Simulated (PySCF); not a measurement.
Al(H)2(NMe2) (C2H8AlN), SMILES C[N](C)[AlH2].

Geometry: PBE0-D3(BJ)/def2-SVP. The structure was generated by enumeration; whether it is a known compound was not checked.

Two levels are set side by side: TDDFT-PBE/def2-SVPD (PySCF) and TDDFT-LC-ωPBE/def2-SVPD (PySCF). Vertical, same geometry. The lowest singlet is HOMO→LUMO 98 % with PBE and HOMO→LUMO 96 % with the other functional; states are paired by order. Differences are taken from unrounded values.

```tsv
quantity	TDDFT-LC-ωPBE
lowest singlet excitation (eV)	5.65
lowest triplet excitation (TDA) (eV)	4.56
first bright state (f over 0.05) (eV)	5.65
its oscillator strength	0.15
```

Task: What does TDDFT-PBE give, and how far is it from TDDFT-LC-ωPBE? (An estimate is asked for; the answer gives what the named calculation found.)

Result: 
| quantity | TDDFT-PBE | TDDFT-PBE minus TDDFT-LC-ωPBE |
|---|---|---|
| lowest singlet excitation (eV) | 4.38 | -1.27 |
| lowest triplet excitation (TDA) (eV) | 3.37 | -1.19 |
| first bright state (f over 0.05) (eV) | 4.38 | -1.27 |
| its oscillator strength | 0.14 | 0.00 |

Functionals without exact exchange tend to place singlet excitations lower, as here. Differences between two approximate levels are no errors against the true value.

Rough cost on one machine, each run with all the roots and properties that it gave: TDDFT-LC-ωPBE against TDDFT-PBE about 5 times.
